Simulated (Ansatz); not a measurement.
B₂ClH₃S (`SBBCl`), relaxed with RKS PBE-D4/def2-SVP in Ansatz 0.2.0 from a rough embedded geometry. The force threshold is 0.03 eV/Å; the program also tests the step.

Charge 0, multiplicity 1.

Start:

```xyz
7

S     1.176   -0.746   -1.330
B    -0.388   -0.148   -0.598
B    -0.481    0.038    1.034
Cl    0.866   -0.270    2.174
H     1.704    0.589   -1.505
H    -1.322    0.107   -1.297
H    -1.554    0.430    1.522
```

```
         step  energy (eV)  largest force (eV/Å)  largest move (Å)
            1  -24738.4855                 1.678             0.000
            2  -24738.7172                 0.725             0.117
            3  -24738.8867                 0.737             0.195
            4  -24739.0259                 1.340             0.199
            5  -24739.3366                 1.357             0.200
            6  -24739.6225                 0.837             0.195
            7  -24739.7836                 0.556             0.200
            8  -24739.8613                 0.400             0.200
            9  -24739.9228                 0.227             0.200
           10  -24739.9502                 0.127             0.200
           11  -24739.9587                 0.319             0.197
           12  -24739.9595                 0.503             0.200
13 (rejected)  -24739.9320                 0.784             0.163
           14  -24739.9819                 0.080             0.043
           15  -24739.9825                 0.104             0.024
           16  -24739.9831                 0.018             0.047
```

End:

```xyz
7

S     1.069   -0.865   -1.272
B    -0.061    0.214   -0.413
B    -0.544   -0.119    1.163
Cl    0.404    0.519    2.507
H     1.155   -0.201   -2.462
H    -0.481    1.197   -0.997
H    -1.542   -0.746    1.474
```

It took 11 s on 2 threads of an INTEL XEON PLATINUM 8581C on a shared host, with 0.16 GiB of host memory at the peak.
